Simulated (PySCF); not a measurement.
Spin-rotation constants: closo-1-SB7 (no H on S)

Geometry:
```csv
atom,x (Å),y (Å),z (Å)
S1,1.024,-0.003,1.614
B2,-0.794,0.005,1.391
B3,0.096,0.819,-1.178
B4,0.088,-0.824,-1.175
B5,0.112,1.307,0.416
B6,0.101,-1.308,0.420
B7,1.358,-0.005,-0.285
B8,-1.193,0.007,-0.201
H9,-1.415,0.008,2.385
H10,0.054,1.559,-2.086
H11,0.038,-1.566,-2.081
H12,0.177,2.389,0.873
H13,0.157,-2.389,0.879
H14,2.522,-0.010,-0.456
H15,-2.325,0.012,-0.517
```

Theory: GIAO PBE/def2-SVP magnetisability, rotational g tensor and spin-rotation constants, non-relativistic, gas phase (PySCF). Geometry: GFN2-xTB.

(1) Give the nuclear spin-rotation constants along the inertial axes (H = +C I·J) beside the isotropic shieldings.

Answers

(1) Rotational constants 3.5093, 2.3236, 2.2600 GHz. A star marks the isotopologue with that one atom substituted, in its own axes.
```
atom  isotope  Caa (kHz)  Cbb (kHz)  Ccc (kHz)  mean (kHz)  σ (ppm)
  B2      11B      0.891      0.960      0.145       0.665     77.0
  B3      11B      1.353      0.160      0.499       0.671     87.5
  B4      11B      1.356      0.159      0.504       0.673     87.1
  B5      11B      0.705      0.299      0.378       0.461    116.9
  B6      11B      0.706      0.298      0.380       0.461    116.8
  B7      11B      0.960      0.538      0.239       0.579     97.2
  B8      11B      0.786      0.649      0.130       0.522    106.4
  H9       1H     -0.146      0.077     -0.220      -0.096     25.3
 H10       1H      0.121     -0.221     -0.094      -0.065     25.7
 H11       1H      0.121     -0.221     -0.093      -0.065     25.7
 H12       1H     -0.307     -0.229      0.009      -0.176     29.7
 H13       1H     -0.307     -0.229      0.009      -0.175     29.7
 H14       1H     -0.337      0.106     -0.215      -0.148     27.6
 H15       1H     -0.187      0.003     -0.221      -0.135     28.1
  S1     33S*      1.037      0.738     -0.067       0.569    630.7
```
For the geometry as given, no vibrational averaging.
